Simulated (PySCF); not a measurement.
Solvent effects on NMR parameters

Numbering as in the mapped SMILES `[CH3:1][C:2](=[S:3])[C@H:4]1[CH:5]=[C:6]([CH3:7])[CH2:8]1`. Hydrogens are named by the atom that carries them. Ha(C8) is cis to C2 on the ring; Hb(C8) is trans to C2 on the ring.

GIAO PBE0/pcSseg-1 in PySCF 2.14 on one PBE0-D3(BJ)/def2-SVP conformer, non-relativistic, equivalent nuclei averaged. Solvents enter as an IEF-PCM continuum (chloroform with ε = 4.7, water with ε = 78.4) around the gas-phase geometry. Shifts are referred to TMS, CS2 computed in the same medium.

In chloroform, δ in ppm: C2 287.3, C6 161.3, C5 141.8, C4 63.9, C8 44.8, C1 40.4, C7 19.2, S3 855.9, H(C5) 6.30, H(C4) 4.08, Hb(C8) 3.00, H(C1) 2.86, Ha(C8) 2.26, H(C7) 1.98. Dipole moment 4.76 D.

Question: How does each δ change in the more polar medium?

Answer: 
| atoms | environment | Δδ, water |
| --- | --- | --- |
| C2 | thiocarbonyl carbon | +3.7 |
| C6 | fully substituted alkene carbon | +1.3 |
| C5 | alkene CH | 0.0 |
| C4 | allylic sp3 CH | +0.8 |
| C8 | allylic sp3 CH2 | +0.5 |
| C1 | methyl carbon | +1.0 |
| C7 | allylic methyl carbon | +0.2 |
| S3 | thione sulfur | -50.7 |
| H(C5) | hydrogen on an alkene CH | +0.02 |
| H(C4) | hydrogen on an allylic sp3 CH | -0.03 |
| Hb(C8) | hydrogen on an allylic sp3 CH2 | +0.03 |
| H(C1) | hydrogen on a methyl carbon | +0.06 |
| Ha(C8) | hydrogen on an allylic sp3 CH2 | +0.07 |
| H(C7) | hydrogen on an allylic methyl carbon | +0.03 |

Changes are relative to chloroform. The dipole moment becomes 5.23 D in water.

Question: Which nuclei move most (in ppm), and what does the model miss?

Answer: S3 (thione sulfur, -50.7 ppm) in water. A continuum only polarises the solute; specific hydrogen bonds, the anisotropy of aromatic solvents and changes of geometry or conformer are outside it.
